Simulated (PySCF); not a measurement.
C₅H₇N₂O (doublet state).
Geometry (GFN2-xTB, Å), atoms numbered from 1 in this order:
```
atom  x, y, z in Å
C1     2.700   -0.316   -0.180
N2     1.399   -0.252    0.337
C3     0.312    0.188   -0.255
O4     0.392    0.817   -1.308
C5    -0.995   -0.071    0.492
C6    -2.064    0.961    0.129
C7    -1.422   -1.400    0.120
N8    -1.763   -2.447   -0.184
H9     2.730   -0.673   -1.215
H10    3.244   -1.024    0.453
H11    3.210    0.651   -0.094
H12   -0.784   -0.071    1.567
H13   -3.011    0.708    0.601
H14   -2.201    0.989   -0.949
H15   -1.751    1.947    0.464
```

The hyperfine couplings belong to this conformer and change with its torsions.

The species is `C[N]C([C@@H](C)C#N)=O` [radical].

Method used: PySCF, UKS B3LYP, pcH-1 on C H N O, non-relativistic, mean-field spin-orbit, GIAO. Isolated species at its GFN2-xTB geometry (one conformer only). Couplings are sensitive to structure, and on GFN2-xTB geometries they can be far from those on DFT ones. The frame is twisted about the N2–C3 bond at this geometry (dihedral C1–N2–C3–O4 = -12°); couplings at other torsion angles weren't computed. The SCF solution wasn't tested for stability.

Mulliken spin populations: C1 -0.029, N2 +0.708, C3 -0.083, O4 +0.315, C5 -0.001, C6 0.000, C7 -0.001, N8 +0.005, H9 -0.002, H10 +0.031, H11 +0.059, H12 -0.003, H13 0.000, H14 0.000, H15 0.000.

What dipolar couplings does the calculation give for H9, H10, H11, H12, H13, H14, H15?

```csv
atom,position,distance from N2 (Å),T1 (MHz),T2,T3
H9,2 bonds from N2,2.09,-4.50,-3.70,8.20
H10,2 bonds from N2,2.00,-6.99,-4.99,11.97
H11,2 bonds from N2,2.07,-4.86,-2.48,7.34
H12,3 bonds from N2,2.51,-3.46,-3.08,6.54
H13,4 bonds from N2,4.52,-0.84,-0.74,1.58
H14,4 bonds from N2,4.02,-2.05,-1.30,3.35
H15,4 bonds from N2,3.84,-1.43,-1.10,2.54
```

Estimate them with point dipoles: put each population ρk at its nucleus, leave out the nucleus itself and the atom bound to it, and sum T = Σ [ρk/(2S)]·C·(3 n nᵀ − 1)/r³ with C = μ0 gₑ μB g_N μN/(4π h) = 79.06 MHz Å³.

| atom | T1 (MHz) | T2 | T3 | T3, computed | difference in T3 (%) |
| --- | --- | --- | --- | --- | --- |
| H9 | -6.62 | -5.06 | 11.68 | 8.20 | +42 |
| H10 | -7.96 | -5.88 | 13.85 | 11.97 | +16 |
| H11 | -7.20 | -5.31 | 12.51 | 7.34 | +70 |
| H12 | -3.66 | -3.14 | 6.80 | 6.54 | +4 |
| H13 | -0.86 | -0.69 | 1.55 | 1.58 | -2 |
| H14 | -1.92 | -1.59 | 3.51 | 3.35 | +5 |
| H15 | -1.63 | -1.13 | 2.76 | 2.54 | +9 |

In T3 the estimate is closest for H13 (-2 %, 4.52 Å from N2) and worst for H11 (+70 %, 2.07 Å).

The run took 84 s (grids of density and orbitals included) on one thread, Arm Neoverse V2 (aarch64), shared host, and the process peaked at 0.97 GiB of memory.
